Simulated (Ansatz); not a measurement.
Consider the formal hydrolysis of the Si–C bond: `C[SiH](N)CN` + H₂O → `NC[SiH](N)O` + CH₄.

Computed with Ansatz on PBE0-D4/def2-TZVP structures; ΔE is electronic, products minus reactants. CCSD(T)/CBS adds triple-zeta CCSD(T) − MP2 to the extrapolated MP2 energy (def2 sets, frozen cores). This one scheme is used for every species. Functionals use def2-TZVPP. B3LYP here is the variant with VWN-RPA as its local correlation; programs differ in this. Each species was taken in one conformer, which may not be the lowest.

`C[SiH](N)CN`:

Cartesian coordinates in Å:
```
C 0.532 1.695 -0.710
Si 0.080 0.488 0.635
N 1.477 -0.486 0.952
C -1.289 -0.685 0.106
N -0.860 -1.445 -1.062
H -0.312 2.354 -0.929
H 0.787 1.158 -1.626
H 1.378 2.323 -0.422
H -0.418 1.232 1.836
H 1.474 -1.122 1.734
H 2.390 -0.073 0.847
H -1.591 -1.300 0.971
H -2.165 -0.079 -0.153
H 0.035 -1.885 -0.882
H -1.520 -2.175 -1.297
```

H₂O:

Z-matrix (Å, degrees):
```
O
H 1 0.960
H 1 0.960 2 105.1
```

`NC[SiH](N)O`:

Cartesian coordinates in Å:
```
N -1.710 0.517 0.076
C -0.450 1.104 -0.381
Si 0.867 -0.218 -0.240
N 1.052 -0.827 1.348
O 0.308 -1.391 -1.263
H -2.464 1.192 0.048
H -1.972 -0.250 -0.532
H -0.480 1.528 -1.396
H -0.171 1.920 0.294
H 2.214 0.267 -0.651
H 0.246 -0.913 1.947
H 1.896 -0.658 1.869
H 0.664 -2.270 -1.119
```

CH₄:

Z-matrix (Å, degrees):
```
C
H 1 1.090
H 1 1.090 2 109.5
H 1 1.090 2 109.5 3 -120.0
H 1 1.090 2 109.5 3 120.0
```

Is it downhill or uphill in electronic energy at CCSD(T)/CBS, and by how much? (An estimate is asked.)

The calculation gave: Downhill: ΔE = -114.3 kJ/mol.

What do these levels give: B2PLYP, B3LYP, MP2/def2-TZVPP, SCS-MP2/def2-TZVPP, CCSD/def2-TZVPP, CCSD(T)/def2-TZVPP? (Best estimate.)

The calculation gave: B2PLYP -123.1, B3LYP -124.0, MP2/def2-TZVPP -117.1, SCS-MP2/def2-TZVPP -120.6, CCSD/def2-TZVPP -118.1, CCSD(T)/def2-TZVPP -116.3 kJ/mol.

Largest T1 diagnostic among the species: 0.010.

In def2-TZVPP, CCSD(T) changes the Hartree–Fock value by +17.4 kJ/mol (the triples alone add +1.8 kJ/mol) and MP2 by +16.6 kJ/mol. The D4 term adds +4.3 kJ/mol with B3LYP and +2.6 kJ/mol with PBE0; it sums over pairs of atoms, weighted by their polarisabilities, and B3LYP, whose exchange is more repulsive, gets the larger term.
